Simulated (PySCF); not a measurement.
F$_{3}$Fe (SMILES [F][Fe]([F])[F]), sextet, geometry from GFN2-xTB (such geometries of metal compounds can be far from the true shape); B3LYP/6-31G* run with PySCF.

Input for PySCF:
```python
from pyscf import gto, scf, dft

mol = gto.Mole()
mol.atom = '''
    Fe    0.084720   -0.138893   -0.361811
    F    -1.483611   -0.754423    0.361071
    F    -0.085927    1.682882   -0.247294
    F     1.324791   -0.527211    0.931454
'''
mol.basis = '6-31g*'
mol.charge = 0
mol.spin = 5
mol.verbose = 4
mol.build()

mf = dft.UKS(mol)
mf.xc = 'b3lyp'
mf.kernel()
```

What the program printed (banner, timings and long lists left out):

```
PySCF version 2.14.0

[INPUT] verbose = 4
[INPUT] num. atoms = 4
[INPUT] num. electrons = 53
[INPUT] charge = 0
[INPUT] spin (= nelec alpha-beta = 2S) = 5
[INPUT] symmetry False subgroup None
[INPUT] Mole.unit = angstrom
[INPUT] Symbol           X                Y                Z      unit          X                Y                Z       unit  Magmom
[INPUT]  1 Fe     0.084720000000  -0.138893000000  -0.361811000000 AA    0.160097597273  -0.262469730619  -0.683723698855 Bohr   0.0
[INPUT]  2 F     -1.483611000000  -0.754423000000   0.361071000000 AA   -2.803618465392  -1.425652852073   0.682325301523 Bohr   0.0
[INPUT]  3 F     -0.085927000000   1.682882000000  -0.247294000000 AA   -0.162378496706   3.180186079960  -0.467317932248 Bohr   0.0
[INPUT]  4 F      1.324791000000  -0.527211000000   0.931454000000 AA    2.503492162289  -0.996284399858   1.760192957631 Bohr   0.0

nuclear repulsion = 247.358271572507
number of shells = 30
number of NR pGTOs = 178
number of NR cGTOs = 76
basis = 6-31g*
ecp = {}

******** <class 'pyscf.dft.uks.UKS'> ********
method = UKS
initial guess = minao
damping factor = 0
level_shift factor = 0
DIIS = <class 'pyscf.scf.diis.CDIIS'>
diis_start_cycle = 1
diis_space = 8
diis_damp = 0
SCF conv_tol = 1e-09
SCF conv_tol_grad = None
SCF max_cycles = 50
direct_scf = True
direct_scf_tol = 1e-13
number electrons alpha = 29  beta = 24
XC library pyscf.dft.libxc version 7.1.2
    S. Lehtola, C. Steigemann, M. J. T. Oliveira, and M. A. L. Marques,  SoftwareX 7, 1–5 (2018)
XC functionals = b3lyp
    P. J. Stephens, F. J. Devlin, C. F. Chabalowski, and M. J. Frisch,  J. Phys. Chem. 98, 11623 (1994)
radial grids:
    Treutler-Ahlrichs [JCP 102, 346 (1995); DOI:10.1063/1.469408] (M4) radial grids

becke partition: Becke, JCP 88, 2547 (1988); DOI:10.1063/1.454033
pruning grids: <function nwchem_prune>
grids dens level: 3
symmetrized grids: False
atomic radii adjust function: <function treutler_atomic_radii_adjust>
small_rho_cutoff = 0
Set gradient conv threshold to 3.16228e-05
tot grids = 63696
init E= -1561.78865376713

cycle= 1 E= -1550.53907129144  delta_E= 11.2  |g|= 3.45  |ddm|= 8.43

cycle= 2 E= -1501.80727824388  delta_E= 48.7  |g|=  9.4  |ddm|= 10.1

cycle= 3 E= -1547.04903773421  delta_E= -45.2  |g|= 5.87  |ddm|= 6.57
cycle= 4 E= -1551.19126537045  delta_E= -4.14  |g|= 5.32  |ddm|= 0.857
cycle= 5 E= -1552.58742367238  delta_E= -1.4  |g|= 4.94  |ddm|=  1.1
cycle= 6 E= -1553.35406304987  delta_E= -0.767  |g|=  4.8  |ddm|= 0.174
cycle= 7 E= -1553.75492018314  delta_E= -0.401  |g|= 4.71  |ddm|= 0.319
cycle= 8 E= -1553.81137291968  delta_E= -0.0565  |g|=  4.7  |ddm|= 0.375
cycle= 9 E= -1553.8139823538  delta_E= -0.00261  |g|=  4.7  |ddm|= 0.0105

cycle= 10 E= -1545.75424866525  delta_E= 8.06  |g|= 5.28  |ddm|= 8.27
cycle= 11 E= -1557.12007913977  delta_E= -11.4  |g|=  3.9  |ddm|=  8.2
cycle= 12 E= -1556.27414404551  delta_E= 0.846  |g|= 4.09  |ddm|= 0.418
cycle= 13 E= -1556.31152479299  delta_E= -0.0374  |g|= 4.13  |ddm|= 0.816
cycle= 14 E= -1559.75265432991  delta_E= -3.44  |g|= 3.06  |ddm|= 1.25
cycle= 15 E= -1562.68004568737  delta_E= -2.93  |g|= 1.06  |ddm|= 1.54
cycle= 16 E= -1562.90718745656  delta_E= -0.227  |g|= 0.859  |ddm|=  1.1
cycle= 17 E= -1563.0835859641  delta_E= -0.176  |g|= 0.443  |ddm|= 0.376
cycle= 18 E= -1563.13428674109  delta_E= -0.0507  |g|= 0.251  |ddm|= 0.124
cycle= 19 E= -1563.15795408479  delta_E= -0.0237  |g|= 0.0658  |ddm|= 0.176
cycle= 20 E= -1563.1594144776  delta_E= -0.00146  |g|= 0.019  |ddm|= 0.0394
cycle= 21 E= -1563.15958789778  delta_E= -0.000173  |g|= 0.00678  |ddm|= 0.016
cycle= 22 E= -1563.15961974471  delta_E= -3.18e-05  |g|= 0.00253  |ddm|= 0.00794
cycle= 23 E= -1563.15962739819  delta_E= -7.65e-06  |g|= 0.00104  |ddm|= 0.00498
cycle= 24 E= -1563.1596286278  delta_E= -1.23e-06  |g|= 0.000246  |ddm|= 0.00226
cycle= 25 E= -1563.15962868733  delta_E= -5.95e-08  |g|= 5.41e-05  |ddm|= 0.00046
cycle= 26 E= -1563.15962869182  delta_E= -4.5e-09  |g|= 1.42e-05  |ddm|= 0.000148
cycle= 27 E= -1563.15962869198  delta_E= -1.59e-10  |g|= 3.63e-06  |ddm|= 2.37e-05
Extra cycle  E= -1563.15962869198  delta_E= -1.82e-12  |g|= 6.83e-06  |ddm|= 7.3e-06
converged SCF energy = -1563.15962869198  <S^2> = 8.7557195  2S+1 = 6.0019062
```
